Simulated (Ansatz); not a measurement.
Input file for Ansatz (a program for electronic structure): R-RI-MP2/def2-QZVPP on H2INSn (SMILES [NH2][Sn][I]), a point of a torsion scan. Elements past Kr take the def2 small-core potentials; no spin–orbit coupling. Files ending in .json are basis or fitting sets from the Basis Set Exchange. The run froze 19 orbitals, filled d shells among them.

Ansatz 0.2 input:
```yaml
crystal:
  periodic: [false, false, false]
  atoms:
    - {symbol: N, position_ang: [-0.82324211, -0.02894940, 0.13994566]}
    - {symbol: Sn, position_ang: [0.76070023, 1.09430348, -0.59531671]}
    - {symbol: I, position_ang: [2.75901395, -0.28150522, 0.63380382]}
    - {symbol: H, position_ang: [-0.96295516, -1.02109892, 0.00096568]}
    - {symbol: H, position_ang: [-1.75282226, 0.37429332, 0.10042055]}
basis:
  gaussian:
    orbitals: def2-QZVPP.json
    fitting: {mean_field: def2-universal-JKFIT, correlation: def2-QZVPP-RIFIT.json}
magnetization: {spin_polarized: false}
correlation: {method: mp2, electrons: outside_noble_gas}
scf: {lower_state_search: off}
```

**Question.** Give the final energy of this run.

**Answer.** -566.2062 hartree.

**Question.** How many basis functions does it have, and what does it roughly cost on one machine?

**Answer.** 281 functions; around 6 core-seconds (rough).
